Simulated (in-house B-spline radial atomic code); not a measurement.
Configurations of Tb VII (Tb6+), with energies counted from [Kr] 4d10 4f8 5s2 5p3. All numbers are computed (scalar-relativistic (X2C) B3LYP, spin-polarised, spherical fractional occupations, exact exchange averaged over the configuration; Fermi nucleus of rms radius 5.06 fm) with a B-spline radial code for spherical atoms, not measured. Shells without spins written out take the highest spin.

Occupations are held fixed; configurations that lie above the ionisation limit could autoionise.

```json
{"configuration": "[Kr] 4d10 4f7 5s2 5p3 6s1", "E - E(ref) (eV)": "28.961", "highest orbital": "6s up", "its <r> (bohr)": "2.455"}
{"configuration": "[Kr] 4d10 4f7 5s2 5p3 5f1", "E - E(ref) (eV)": "46.767", "highest orbital": "5f up", "its <r> (bohr)": "2.507"}
{"configuration": "[Kr] 4d10 4f7 5s2 5p3 6f1", "E - E(ref) (eV)": "61.976", "highest orbital": "6f up", "its <r> (bohr)": "4.459"}
{"configuration": "[Kr] 4d9 4f8 5s2 5p3 6s1", "E - E(ref) (eV)": "176.6", "highest orbital": "6s up", "its <r> (bohr)": "2.451"}
{"configuration": "[Kr] 4d9 4f8 5s2 5p3 6f1", "E - E(ref) (eV)": "209.68", "highest orbital": "6f up", "its <r> (bohr)": "4.452"}
```

Order these further configurations by energy, lowest first.
A. [Kr] 4d10 4f8 5s2 5p2 5f1
B. [Kr] 4d10 4f9 5s2 5p2
C. [Kr] 4d10 4f7 5s2 5p3 5d1
D. [Kr] 4d9 4f8 5s2 5p3 5f1
E. [Kr] 4d10 4f8 5s2 5p2 6f1

C (15.643 eV), B (21.434 eV), A (64.378 eV), E (79.219 eV), D (194.41 eV).

How far above the reference does [Kr] 4d10 4f8 5s2 5p2 5d1 lie?

34.312 eV; its least bound orbital is 5d up with <r> = 1.723 bohr.
